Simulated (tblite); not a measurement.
C5H3F3O4S.
Numbering: `[CH3:1][O:2][c:3]1[c:4]([S:5](=[O:6])(=[O:7])[C:8]([F:9])([F:10])[F:11])[c:12]1=[O:13]` (hydrogens: H14, H15, H16 on C1)

A start from a force field or distance geometry was refined with GFN2-xTB geometry optimisation, gas phase (tblite). Values at the start:

| coordinate | start |
| --- | --- |
| C1–O2 | 1.408 Å |
| C1–H14 | 1.097 Å |
| O2–C3 | 1.381 Å |
| C3–C4 | 1.317 Å |
| C3–C12 | 1.460 Å |
| C4–S5 | 1.682 Å |
| C4–C12 | 1.439 Å |
| S5=O6 | 1.458 Å |
| S5=O7 | 1.469 Å |
| S5–C8 | 1.834 Å |
| C8–F9 | 1.370 Å |
| C8–F10 | 1.357 Å |
| C12=O13 | 1.201 Å |
| C1–O2–C3 | 109.8° |
| O2–C3–C4 | 124.3° |
| O2–C3–C12 | 124.4° |
| C3–C4–S5 | 124.4° |
| C3–C12–O13 | 134.2° |
| C4–C12–O13 | 133.9° |
| S5–C4–C12 | 127.5° |
| S5–C8–F10 | 113.4° |
| C1–O2–C3–C4 | 126° |
| C3–C4–S5–O6 | -174° |
| C4–S5–C8–F9 | -173° |

**Question.** How do these coordinates change at the GFN2-xTB level?

**Answer.** 
```
 coordinate  GFN2-xTB (Å or °)  change
      O2–C3              1.278  -0.103
      C4–S5              1.767  +0.085
      S5–C8              1.889  +0.055
      C3–C4              1.370  +0.053
      C8–F9              1.321  -0.049
      S5=O7              1.432  -0.037
      S5=O6              1.421  -0.037
      C1–O2              1.440  +0.032
     C8–F10              1.335  -0.022
    C12=O13              1.182  -0.019
     C4–C12              1.423  -0.016
     C1–H14              1.089  -0.008
     C3–C12              1.460   0.000
  S5–C4–C12              155.9   +28.4
  O2–C3–C12              152.4   +28.0
   O2–C3–C4              147.3   +23.0
 C4–C12–O13              153.2   +19.3
   C3–C4–S5              141.0   +16.6
 C3–C12–O13              150.0   +15.8
   C1–O2–C3              119.3    +9.5
  S5–C8–F10              107.7    -5.7
C1–O2–C3–C4                 -2    -128
C3–C4–S5–O6               -138     +36
C4–S5–C8–F9               -171      +2
```

The energy falls by 2.989 eV over 106 L-BFGS steps, the largest force on an atom goes from 5.35 to 0.010 eV/Å, and the atoms move by 0.718 Å rms after alignment. The bond that changes most is O2–C3 (ends: oxygen bonded to 2 C; unsaturated ring carbon), which shortens by 0.103 Å. Bonds longer at the end by more than 0.005 Å: 4 of 16; shorter: 9. Among the dihedrals that turn most is C1–O2–C3–C4, from 126° to -2°. Rotational constants go from 1045, 677.8, 619.7 to 990.0, 550.2, 474.7 MHz.

Its lowest GFN2-xTB frequency is 7 cm⁻¹, too small to tell a flat minimum from a shallow saddle. One conformer, not necessarily the lowest. 3 starts were optimised and ended at 0.00, 3.56 and 3.57 kcal/mol (GFN2-xTB); the lowest of these is shown.

The numbers are calculated, not measured.
